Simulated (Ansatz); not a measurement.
Cost and result up the ladder for VBr2(PH3)2 (VP2H6Br2) (11 atoms). The state is a quartet with charge 0. Geometry: r2SCAN-D4/def2-SVP.

```xyz
11

V    -0.289   -0.730    1.071
Br   -2.593   -0.525    0.227
Br    1.029   -1.786    2.774
P    -0.078    1.695    0.739
H     1.123    2.441    0.916
H    -0.923    2.504    1.545
H    -0.454    2.230   -0.524
P     0.435   -1.313   -1.194
H     0.019   -0.488   -2.275
H    -0.064   -2.545   -1.693
H     1.793   -1.484   -1.587
```

Ansatz on 4 threads of Intel Xeon 6975P-C on a shared host. Times are rough, and most runs start from the orbitals of an earlier one. ωB97X-V/def2-TZVP serves as the yardstick here, not as an exact answer. Differences are given only for rows in sets of like size (and for xTB, whose basis is part of the method), since another set adds its own error. Binding counts from free atoms at the same level (V quartet, Br doublet, P quartet, H doublet; other spins of the atoms weren't run), without zero-point energy or a counterpoise term.

The 6-31G sets use Cartesian d functions. B3LYP takes the VWN-RPA correlation. Correlated methods freeze 33 core orbitals; core or outer-core shells of V, Br are correlated, in sets that lack core-valence functions.

Correlated methods converge slowly with the basis.

```csv
level,functions,wall time,binding energy per atom (eV),difference from ωB97X-V/def2-TZVP (eV)
HF/6-31G,125,2.8 s,1.65,–
PBE0-D4/def2-SVP,161,4.3 s,2.80,–
B3LYP-D4/6-31G,125,4.9 s,2.61,–
MP2/def2-TZVP,251,11 s,2.64,-0.23
BHLYP-D4/def2-TZVP,251,16 s,2.75,-0.12
ωB97X-V/def2-TZVP,251,22 s,2.87,0.00
```
